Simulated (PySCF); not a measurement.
## NaBr⁺ from Hartree–Fock to correlated methods

State: ²Π (doublet), unpaired electrons π ↑. Set-up: Na def2-SVP, Br def2-SVP; no relativity (PySCF 2.14). De refers to Na⁺ + Br in their high-spin ground configurations, without counterpoise correction. The functionals are run spin-unrestricted. A positive dipole points towards Br; it is taken about the centre of mass and depends on that origin.

```tsv
Level	Re (Å)	ωe (cm⁻¹)	De (eV)	μ (D)
UHF	3.031	123	0.343	-9.96
UHF-MP2	3.009	131	0.391	n/a
UHF-SCS-MP2	3.012	130	0.388	n/a
UHF-CCSD	3.008	131	0.393	n/a
UHF-CCSD(T)	3.007	132	0.399	n/a
PBE	2.954	137	0.457	-9.31
BLYP	2.960	137	0.475	-9.25
r²SCAN	2.972	132	0.393	-9.59
M06-L	3.073	112	0.354	-10.07
PBE0	2.955	135	0.413	-9.47
r²SCAN0	2.966	132	0.382	-9.61
ωB97X	2.995	127	0.378	-9.72
```

Question: Which functional lies closest to UHF-CCSD(T) in De, which farthest, and by how much do they differ from it?

Answer: Closest is r²SCAN (-3.5 pm in Re, +0.0 % in ωe, -0.01 eV in De against UHF-CCSD(T) in the same basis), farthest BLYP (-4.7 pm in Re, +3.8 % in ωe, +0.08 eV in De). CCSD(T) converges more slowly with the basis than the functionals do and binds too weakly in this one, so the order can change at the basis-set limit.

Question: What does the step from GGA to meta-GGA do here, going from PBE to r²SCAN?

Answer: r²SCAN less PBE: +1.8 pm in Re, -3.6 % in ωe, -0.06 eV in De. 

Question: What does second-order correlation do here, going from UHF to UHF-MP2?

Answer: UHF-MP2 less UHF: -2.2 pm in Re, +6.5 % in ωe, +0.05 eV in De. Correlation nearly always deepens the well. The bond shortens, as in weak, metallic or heavy-atom bonds, where dispersion and the correlation of outer-core electrons pull the atoms together.

Correlated steps freeze 10 core orbitals. The bond is weak. Basis-set superposition, not corrected here, can be much of De in a small basis, most of all at correlated wavefunction levels. Spin–orbit coupling is left out. For an ion De counts to the pair picked by the measured ionisation energies or electron affinities, which need not be the lowest pair at this level. Counting both spins, an empty level lies below a filled one in some of these solutions, because spin and occupation are held. The state is the lowest determinant that a PBE0 search found; another state may lie lower at other levels.

The whole job (state search and all levels along the bond) took about 3 min on 1 thread of Arm Neoverse N1 (shared host), peak memory 0.55 GiB.
